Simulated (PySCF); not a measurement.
## Gas-phase XPS of `[SiH3]CC1=CC1`, computed

C4H8Si.
Structure used (PBE0-D3(BJ)/def2-SVP), in Å, numbered top down from 1:
```xyz
13
C4H8Si angstrom
Si    -1.8922    0.1129    0.5244
C     -0.6434   -0.1028   -0.8916
C      0.7346    0.0785   -0.4219
C      1.8168    0.7850   -0.2768
C      1.8287   -0.5628    0.3812
H     -3.2720   -0.1516    0.0129
H     -1.8239    1.5068    1.0552
H     -1.5893   -0.8468    1.6275
H     -0.8925    0.6182   -1.6873
H     -0.7831   -1.1198   -1.2964
H      2.3754    1.7005   -0.4532
H      1.7351   -0.6435    1.4777
H      2.4106   -1.3903   -0.0593
```

The calculation used delta-SCF UKS SCAN, pcX-2 on the ionised atom, pcseg-1 elsewhere, spin-free X2C (PySCF). These are vertical core ionisation energies against the vacuum level, from separate self-consistent calculations with and without the core hole.

Problem. List the computed XPS lines with their assignment.

Solution. 
```csv
atom(s),bonded to,level,binding energy (eV),2p1/2 (eV),above the level's lowest (eV),count
Si1,C and 3 H,Si 2p3/2,106.76,107.38,0.00,1
C4,"C (double bond), C and H",C 1s,290.08,–,0.00,1
C5,2 C and 2 H,C 1s,290.61,–,+0.53,1
C3,C (double bond) and 2 C,C 1s,290.70,–,+0.62,1
C2,"C, 2 H and Si",C 1s,290.75,–,+0.67,1
Si1,C and 3 H,Si 1s,1846.50,–,0.00,1
```

Lowest listed C 1s: C4, bonded to C (double bond), C and H. Highest, 0.67 eV above it: C2, bonded to C, 2 H and Si. Summing the Pauling electronegativity differences to the bonded atoms, each weighted by its formal bond order, gives -0.35 for the lowest site and -1.35 for the highest; the largest sum, 0.00, belongs to C3, 0.05 eV below the top. The smallest sum, -1.35, belongs to C2, 0.67 eV above the lowest.

Problem. Which effective nuclear charge Zeff reproduces each element's mean 1s value in the hydrogen-like formula E = 13.606 eV × Zeff²?

Solution. C (Z = 6): mean 290.5 eV, Zeff = 4.62, Z − Zeff = 1.38; Si (Z = 14): mean 1846.5 eV, Zeff = 11.65, Z − Zeff = 2.35. Means run over the listed sites, weighted by atom count.

Problem. Express the binding energy of C 1s of C4 in atomic units and per mole.

Solution. 290.08 eV = 10.6602 Eh = 27988 kJ/mol.

The unrestricted hole states depart most from a pure doublet (⟨S²⟩ = 0.75; over 0.85 named) for C 1s of C3 (0.86), which makes this value less certain. Spin–orbit and ligand-field terms were added within each 2p shell after the spin-free SCF. 2p1/2 minus 2p3/2 (ligand field included): Si 0.62 eV. Geometry: PBE0-D3(BJ)/def2-SVP, one conformer, isolated molecule.
